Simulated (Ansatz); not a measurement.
`B1CCO1`. The species carries charge 0 and has multiplicity 1. The geometry is a stationary point of PBE0-D4/def2-TZVP.

```xyz
9

B     1.182   -0.046   -0.178
C    -0.254   -0.669   -0.388
C    -0.626    0.569    0.436
O     0.751    1.025    0.549
H     2.323   -0.263   -0.457
H    -0.460   -1.628    0.090
H    -0.648   -0.689   -1.405
H    -1.039    0.378    1.428
H    -1.228    1.323   -0.075
```

Q: What is the dipole moment at ωB97M-V/def2-TZVPP? (Best estimate.)

A: Computed: 1.74 D, with components (-1.47, -0.86, -0.35) D in this frame, pointing from negative to positive charge.

Q: And with PBE, r2SCAN, B3LYP? (Best estimate.)

A: Computed: PBE 1.69 D, r2SCAN 1.73 D, B3LYP 1.74 D.

Q: Give the Mulliken charges with ωB97M-V, r2SCAN, PBE in def2-TZVPP. (Best estimate.)

A: The calculation gave: 
| atom | ωB97M-V | r2SCAN | PBE |
| --- | --- | --- | --- |
| B1 | 0.11 | 0.18 | 0.12 |
| C2 | -0.32 | -0.22 | -0.26 |
| C3 | 0.00 | 0.14 | 0.02 |
| O4 | -0.28 | -0.30 | -0.22 |
| H5 | 0.07 | -0.01 | 0.00 |
| H6 | 0.11 | 0.06 | 0.09 |
| H7 | 0.11 | 0.06 | 0.09 |
| H8 | 0.10 | 0.04 | 0.08 |
| H9 | 0.10 | 0.04 | 0.08 |

B3LYP here is the variant with VWN-RPA as its local correlation; programs differ in this.
